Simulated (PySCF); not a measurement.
Cartesian coordinates in Å; atom numbers follow the order of the lines, from 1:
```xyz
9

C     2.0776    1.3948   -0.2927
C     1.2166    0.5891   -0.0028
Ge   -0.1434   -0.6291    0.4303
N    -1.6291   -0.3377   -0.5161
F     0.3667   -2.2513    0.1596
F    -0.4041   -0.6111    2.1403
H     2.8459    2.1035   -0.5499
H    -1.8684    0.6324   -0.6927
H    -2.4506   -0.8836   -0.2770
```

Geometry: PBE0-D3(BJ)/def2-SVP; GIAO absolute shieldings from PySCF 2.14.0 with density-fitted response routines, gas phase, non-relativistic, averaged over equivalent atoms.

At PBE0/pcSseg-1 (141 basis functions, 21 s wall time on 1 thread of an Arm Neoverse N1, shared host):
| atoms | σ (ppm) |
| --- | --- |
| C1 | 82.8 |
| C2 | 106.0 |
| Ge3 | 1357.6 |
| N4 | 236.4 |
| F5/F6 | 327.6 |
| H7 | 28.97 |
| H8/H9 | 30.14 |

Predict the values at CAM-B3LYP/pcSseg-2 on the same geometry.

## Answers


| atoms | σ at CAM-B3LYP/pcSseg-2 | change |
| --- | --- | --- |
| C1 | 78.5 | -4.3 |
| C2 | 100.2 | -5.8 |
| Ge3 | 1348.7 | -8.9 |
| N4 | 234.0 | -2.4 |
| F5/F6 | 336.9 | +9.3 |
| H7 | 29.14 | +0.17 |
| H8/H9 | 30.08 | -0.06 |

The largest change is at F5/F6 (fluorine bonded to Ge). Cost: 285 basis functions, 81 s wall time on 1 thread of an Arm Neoverse N1, shared host.

Relativistic effects, spin–orbit coupling among them, are left out; they matter for Ge and for the light atoms bonded to it.
